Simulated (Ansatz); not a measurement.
Cd7H20S7, 34 atoms. Hardware: 2 threads of AMD EPYC 7R13 on a shared host and a share (18 GiB) of an NVIDIA H100 80GB HBM3.

In the def2 sets Cd takes a core potential; there is no spin–orbit coupling. Correlated methods freeze 35 core orbitals; core or outer-core shells of Cd are correlated, in sets that lack core-valence functions. Single mean-field runs in def2-SVP, def2-TZVP are fitted with def2-universal-jkfit.

Q: How many basis functions does each of these Ansatz runs have, and roughly what does it cost? PBE-D4/def2-TZVP, charge 0 triplet at the geometry of the charge 0 singlet, energy, from earlier orbitals; RPA@PBE/def2-SVP, charge 0 singlet, energy, from earlier orbitals; LC-ωPBE (ω = 0.20 bohr⁻¹)/def2-SVP, charge 0 singlet, energy, from earlier orbitals; LC-ωPBE (ω = 0.20 bohr⁻¹)/def2-SVP, charge 1 doublet at the geometry of the charge 0 singlet, energy, from earlier orbitals; MP2/def2-SVP, charge 0 singlet, energy, from earlier orbitals; LC-ωPBE (ω = 0.20 bohr⁻¹)/def2-SVP, charge -1 doublet at the geometry of the charge 0 singlet, energy, from earlier orbitals; LC-ωPBE (ω = 0.15 bohr⁻¹)/def2-SVP, charge 1 doublet at the geometry of the charge 0 singlet, energy, from earlier orbitals; PBE0-D4/def2-TZVP, charge -1 doublet at the geometry of the charge 0 singlet, energy; PBE0-D4/def2-TZVP, charge -1 doublet, energy, from earlier orbitals; LC-ωPBE (ω = 0.10 bohr⁻¹)/def2-SVP, charge -1 doublet at the geometry of the charge 0 singlet, energy, from earlier orbitals; PBE0-D4/def2-TZVP, charge 0 singlet, energy and forces, from earlier orbitals; r2SCAN-D4/def2-SVP, charge 1 doublet, relaxation, 31 steps.

A: Other jobs shared the machine, so times can vary by a factor of up to 3.

```json
{"run": "MP2/def2-SVP, charge 0 singlet, energy, from earlier orbitals", "functions": "443", "fitting or Cholesky vectors": "4452", "wall time": "7 s", "peak host memory (GiB)": "1.1"}
{"run": "LC-ωPBE (ω = 0.20 bohr⁻¹)/def2-SVP, charge 0 singlet, energy, from earlier orbitals", "functions": "443", "fitting or Cholesky vectors": "3041", "wall time": "10 s", "peak host memory (GiB)": "0.99"}
{"run": "RPA@PBE/def2-SVP, charge 0 singlet, energy, from earlier orbitals", "functions": "443", "fitting or Cholesky vectors": "4452", "wall time": "10 s", "peak host memory (GiB)": "2.6"}
{"run": "PBE0-D4/def2-TZVP, charge 0 singlet, energy and forces, from earlier orbitals", "functions": "659", "fitting or Cholesky vectors": "3041", "wall time": "12 s", "peak host memory (GiB)": "1.7"}
{"run": "PBE0-D4/def2-TZVP, charge -1 doublet, energy, from earlier orbitals", "functions": "659", "fitting or Cholesky vectors": "3041", "wall time": "14 s", "peak host memory (GiB)": "1.3"}
{"run": "LC-ωPBE (ω = 0.10 bohr⁻¹)/def2-SVP, charge -1 doublet at the geometry of the charge 0 singlet, energy, from earlier orbitals", "functions": "443", "fitting or Cholesky vectors": "3041", "wall time": "14 s", "peak host memory (GiB)": "1.2"}
{"run": "LC-ωPBE (ω = 0.15 bohr⁻¹)/def2-SVP, charge 1 doublet at the geometry of the charge 0 singlet, energy, from earlier orbitals", "functions": "443", "fitting or Cholesky vectors": "3041", "wall time": "16 s", "peak host memory (GiB)": "1.1"}
{"run": "LC-ωPBE (ω = 0.20 bohr⁻¹)/def2-SVP, charge 1 doublet at the geometry of the charge 0 singlet, energy, from earlier orbitals", "functions": "443", "fitting or Cholesky vectors": "3041", "wall time": "17 s", "peak host memory (GiB)": "1.1"}
{"run": "LC-ωPBE (ω = 0.20 bohr⁻¹)/def2-SVP, charge -1 doublet at the geometry of the charge 0 singlet, energy, from earlier orbitals", "functions": "443", "fitting or Cholesky vectors": "3041", "wall time": "18 s", "peak host memory (GiB)": "1.1"}
{"run": "PBE-D4/def2-TZVP, charge 0 triplet at the geometry of the charge 0 singlet, energy, from earlier orbitals", "functions": "659", "fitting or Cholesky vectors": "3041", "wall time": "20 s", "peak host memory (GiB)": "1.4"}
{"run": "PBE0-D4/def2-TZVP, charge -1 doublet at the geometry of the charge 0 singlet, energy", "functions": "659", "fitting or Cholesky vectors": "3041", "wall time": "21 s", "peak host memory (GiB)": "1.4"}
{"run": "r2SCAN-D4/def2-SVP, charge 1 doublet, relaxation, 31 steps", "functions": "443", "fitting or Cholesky vectors": "3041", "wall time": "3.3 min", "peak host memory (GiB)": "1.1"}
```
